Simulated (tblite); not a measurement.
Species: C8H7N.
Cartesian coordinates in Å at the GFN2-xTB level; atoms count from 1:
```xyz
16
C8H7N angstrom
C      3.2741   -0.2546   -0.5683
C      2.2113    0.3284   -0.1236
C      1.1305    0.9088    0.3232
C     -0.2097    0.3494    0.2103
C     -0.4505   -0.8846   -0.3985
C     -1.7501   -1.3499   -0.4701
N     -2.7939   -0.6909    0.0088
C     -2.5692    0.4777    0.5857
C     -1.3119    1.0414    0.7133
H      3.8542   -0.9260    0.0452
H      3.6378   -0.0901   -1.5705
H      1.2087    1.8727    0.8121
H      0.3691   -1.4585   -0.8036
H     -1.9744   -2.3017   -0.9344
H     -3.4464    0.9865    0.9644
H     -1.1871    2.0003    1.1945
```

Computed geometry: GFN2-xTB, gas phase.

Masses are those of the commonest isotopes; rigid-rotor values at the optimised geometry. The values belong to one conformer with, in the numbering `[CH2:1]=[C:2]=[CH:3][c:4]1[cH:5][cH:6][n:7][cH:8][cH:9]1`, C2–C3–C4–C5 0°.

Question: Give the principal moments of inertia and the rotational constants in GHz.

Answer: Ia = 104.62, Ib = 498.28, Ic = 599.52 u·Å²; 505379 MHz·u·Å²/I gives 4830, 1014 and 843.0 MHz, that is A = 4.8305, B = 1.0142, C = 0.8430 GHz.

Question: Classify the top.

Answer: A near-prolate asymmetric top: κ = (2 × 1014 − 4830 − 843.0)/(4830 − 843.0) = -0.91.

Question: Is it planar, by Δ = Ic − Ia − Ib?

Answer: Not planar: Δ = Ic − Ia − Ib = -3.38 u·Å². For a rigid frame Δ = −2 Σ m c², so Σ m c² = 1.69 u·Å² lies off the ab plane, practically all of it from hydrogen. The atom farthest from that plane is 0.92 Å away.

Question: Give the other two planar moments, Paa and Pbb, and the rms extents of the mass along the axes.

Answer: Paa = Σ m a² = (Ib + Ic − Ia)/2 = 496.59 and Pbb = Σ m b² = (Ia + Ic − Ib)/2 = 102.93 u·Å². With the mass M = 117.06 u, the rms extents √(P/M) along a, b and c are 2.06, 0.94, 0.12 Å.

Its GFN2-xTB frequencies are all real (lowest 54 cm⁻¹). Constants of a rigid frame at the computed geometry: no zero-point averaging, no centrifugal distortion.
